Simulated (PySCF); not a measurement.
PySCF 2.14 output of an unrestricted PW91 calculation on a single atom or ion in aug-cc-pVTZ-PP with one added diffuse shell each of d, f type with ECP28MDF (6s5p5d3f, 67 functions), with scalar relativity through the core potential:

```
SCF conv_tol = 1e-09
number electrons alpha = 11  beta = 10
    J. P. Perdew. In P. Ziesche and H. Eschrig, editors, Proceedings of the 75. WE-Heraeus-Seminar and 21st Annual International Symposium on Electronic Structure of Solids, 11. Berlin, 1991. Akademie Verlag.
    J. P. Perdew, J. A. Chevary, S. H. Vosko, K. A. Jackson, M. R. Pederson, D. J. Singh, and C. Fiolhais.,  Phys. Rev. B 46, 6671 (1992)
    J. P. Perdew, J. A. Chevary, S. H. Vosko, K. A. Jackson, M. R. Pederson, D. J. Singh, and C. Fiolhais.,  Phys. Rev. B 48, 4978 (1993)
    J. P. Perdew. In P. Ziesche and H. Eschrig, editors, Proceedings of the 75. WE-Heraeus-Seminar and 21st Annual International Symposium on Electronic Structure of Solids, 11. Berlin, 1991. Akademie Verlag.
    J. P. Perdew, J. A. Chevary, S. H. Vosko, K. A. Jackson, M. R. Pederson, D. J. Singh, and C. Fiolhais.,  Phys. Rev. B 46, 6671 (1992)
    J. P. Perdew, J. A. Chevary, S. H. Vosko, K. A. Jackson, M. R. Pederson, D. J. Singh, and C. Fiolhais.,  Phys. Rev. B 48, 4978 (1993)
cycle= 1 E= -190.095943463258  delta_E= -0.0101  |g|= 0.0597  |ddm|= 1.06
cycle= 2 E= -190.096186784201  delta_E= -0.000243  |g|= 0.0516  |ddm|= 0.312
cycle= 3 E= -190.097126070126  delta_E= -0.000939  |g|= 0.00111  |ddm|= 0.124
cycle= 4 E= -190.097127161067  delta_E= -1.09e-06  |g|= 0.000135  |ddm|= 0.0345
cycle= 5 E= -190.097127230026  delta_E= -6.9e-08  |g|= 1.18e-05  |ddm|= 0.0156
cycle= 6 E= -190.097127230766  delta_E= -7.4e-10  |g|= 2.9e-07  |ddm|= 0.00167
converged SCF energy = -190.097127230766  <S^2> = 0.75004207  2S+1 = 2.0000421
```

The run itself started from symmetry-adapted Hartree-Fock orbitals and held the occupation by maximum overlap, on a logarithmic radial grid, so the iterations belong to that start.

Which element, charge and spin multiplicity is this?

In (indium, neutral), multiplicity 2; the state was [Kr] 4d10 5s2 6s1, 2S determinant (an excited configuration).

Energies and moments cover only the electrons outside the core potential. The outer electron is Rydberg-like, and this basis confines it to a smaller radius and binds it less than a complete one would.
